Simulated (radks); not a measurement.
Results of a calculation; reference values are marked as such.
Spherical quantum dot in the effective-mass picture: electrons in a parabolic well V = omega^2 r^2 / 2 with omega = 1.47, all in effective atomic units (hartree* = m*/eps^2 hartree, bohr* = eps/m* bohr), one dielectric constant everywhere. Level of theory: non-relativistic Kohn-Sham, PBE, spin-polarised, spherical densities (a radial shooting solver with Libxc functionals). Levels are named by radial order and angular momentum (1s, 1p, 1d, 2s, ...), and open shells are averaged over m. Each electron was tried in the lowest free levels, single moves between levels near the top were tried too, and the lowest total energy was kept; such a search can miss a lower state. At N = 1 the Hartree and exchange-correlation terms need not cancel, so that row can carry a self-interaction error.

| N | open shells | 2S | E (hartree*) | addition energy mu(N+1) - mu(N) (hartree*) | e(HOMO) (hartree*) | rms radius (bohr*) |
|---|---|---|---|---|---|---|
| 1 | 1s(up 1, down 0) | 1 | 2.21516 | 0.9001 | 2.5610 | 1.012 |
| 2 | none | 0 | 5.33044 | 1.922 | 3.4435 | 1.066 |
| 3 | 1p(up 1, down 0) | 1 | 10.3675 | 0.5724 | 5.3191 | 1.198 |
| 4 | 1p(up 2, down 0) | 2 | 15.9769 | 0.5831 | 5.9009 | 1.273 |
| 5 | 1p(up 3, down 0) | 3 | 22.1694 | 0.7506 | 6.4834 | 1.328 |
| 6 | 1p(up 3, down 1) | 2 | 29.1126 | 0.5269 | 7.2033 | 1.375 |
| 7 | 1p(up 3, down 2) | 1 | 36.5826 | 0.5367 | 7.7381 | 1.415 |
| 8 | none | 0 | 44.5894 | 1.588 | 8.2750 | 1.450 |
| 9 | 1d(up 1, down 0) | 1 | 54.1842 | 0.4698 | 9.8295 | 1.503 |
| 10 | 1d(up 2, down 0) | 2 | 64.2488 | 0.4695 | 10.300 | 1.548 |
| 11 | 1d(up 3, down 0) | 3 | 74.7829 | 0.4672 | 10.768 | 1.588 |
| 12 | 1d(up 4, down 0) | 4 | 85.7842 | 0.4639 | 11.234 | 1.623 |
| 13 | 1d(up 5, down 0) | 5 | 97.2494 | 0.5962 | 11.696 | 1.656 |
| 14 | 1d(up 5, down 1) | 4 | 109.311 | 0.4372 | 12.280 | 1.686 |
| 15 | 1d(up 5, down 2) | 3 | 121.809 | 0.4375 | 12.717 | 1.715 |
| 16 | 1d(up 5, down 3) | 2 | 134.745 | 0.4362 | 13.155 | 1.742 |
| 17 | 1d(up 5, down 4) | 1 | 148.118 | 0.4338 | 13.590 | 1.767 |
| 18 | none | 0 | 161.924 | 0.5626 | 14.022 | 1.791 |
| 19 | 2s(up 1, down 0) | 1 | 176.293 | 0.4988 | 14.587 | 1.814 |
| 20 | none | 0 | 191.160 | 1.122 | 15.081 | 1.837 |
| 21 | 1f(up 1, down 0) | 1 | 207.150 | 0.3924 | 16.186 | 1.865 |
| 22 | 1f(up 2, down 0) | 2 | 223.532 | 0.3908 | 16.578 | 1.891 |
| 23 | 1f(up 3, down 0) | 3 | 240.305 | 0.3890 | 16.968 | 1.915 |
| 24 | 1f(up 4, down 0) | 4 | 257.467 | 0.3869 | 17.356 | 1.939 |
| 25 | 1f(up 5, down 0) | 5 | 275.016 | 0.3848 | 17.742 | 1.961 |
| 26 | 1f(up 6, down 0) | 6 | 292.950 | 0.3826 | 18.125 | 1.983 |
| 27 | 1f(up 7, down 0) | 7 | 311.266 | 0.4846 | 18.507 | 2.004 |
| 28 | 1f(up 7, down 1) | 6 | 330.067 | - | 18.986 | 2.024 |

All shells are closed at N = 2, 8, 18, 20 (there: 1s2 1p6 1d10 2s2); the second difference of the energy has clear peaks (12 % above both neighbours; the first and last values, which can be the largest, are not judged, and half-filled shells can peak too) at N = 2, 5, 8, 13, 18, 20.
